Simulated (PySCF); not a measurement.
silene (CH4Si), singlet, at a GFN2-xTB geometry. Base run: PySCF with M06/def2-SVP.

Here is a job for PySCF.
```python
from pyscf import gto, scf, dft

mol = gto.Mole()
mol.atom = '''
    C    -1.18374738   -0.06187676   -0.03170521
    Si    0.56077136    0.02931260    0.01501957
    H    -1.80839471    0.81354535   -0.08654760
    H    -1.71582209   -0.99776298   -0.00784418
    H     1.44914582   -1.12480816    0.08920117
    H     1.32675622    1.26990993   -0.01485208
'''
mol.basis = 'def2-svp'
mol.verbose = 4
mol.build()

mf = dft.RKS(mol)
mf.xc = 'm06'
mf.kernel()
```

Each row names what was changed in the base input (with any setting that the change needs).

```
change                                ΔE vs base (mEh)  grid points  electrons on the grid
------------------------------------  ----------------  -----------  ---------------------
base                                             0.000        72536               24.00000
grids.level = 5                                  0.011       180696               24.00000
grids.atom_grid = (75, 302)                      0.020        87336               24.00000
grids.level = 0                                -12.400         5192               23.99171
grids.atom_grid = (30, 110)                      1.729        14800               24.00014
grids.level = 7                                  0.010       374112               24.00000
grids.radi_method = mura_knowles                 0.003        68776               24.00000
grids.prune = dft.gen_grid.sg1_prune            -0.028        29952               24.00002
grids.atom_grid = (99, 590)                      0.013       194296               24.00000
grids.radi_method = delley                       0.060        77552               24.00000
grids.level = 1                                  0.562        21480               24.00001
```
